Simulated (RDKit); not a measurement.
Input for RDKit: MMFF94 on C2H6O (SMILES COC).

```python
from rdkit import Chem
from rdkit.Chem import AllChem, rdDetermineBonds

blocks = [
'''9

C     0.09015317   -1.38558648    3.32825538
O    -0.10383292   -0.13459792    2.69526351
C    -0.05130747    0.95794617    3.59351146
H    -0.68657710   -1.57061725    4.07897950
H     1.07163745   -1.43337276    3.81377797
H     0.03358843   -2.15299340    2.55817372
H    -0.83392717    0.87721778    4.35648410
H    -0.20964989    1.86522187    3.01307083
H     0.92422384    1.01301323    4.09013645
''',
]
mol = None
for b in blocks:
    f = Chem.MolFromXYZBlock(b)
    rdDetermineBonds.DetermineBonds(f, charge=0)
    mol = f if mol is None else Chem.CombineMols(mol, f)
Chem.SanitizeMol(mol)
print(Chem.MolToSmiles(Chem.RemoveHs(mol)))
ff = AllChem.MMFFGetMoleculeForceField(mol, AllChem.MMFFGetMoleculeProperties(mol), nonBondedThresh=100.0, ignoreInterfragInteractions=False)
e = ff.CalcEnergy()
print(f'MMFF94 energy {e:.6f} kcal/mol')
```

Output:

```
COC
MMFF94 energy 6.294993 kcal/mol
```

The run finished.

Cost: very roughly 0.020 core-seconds.
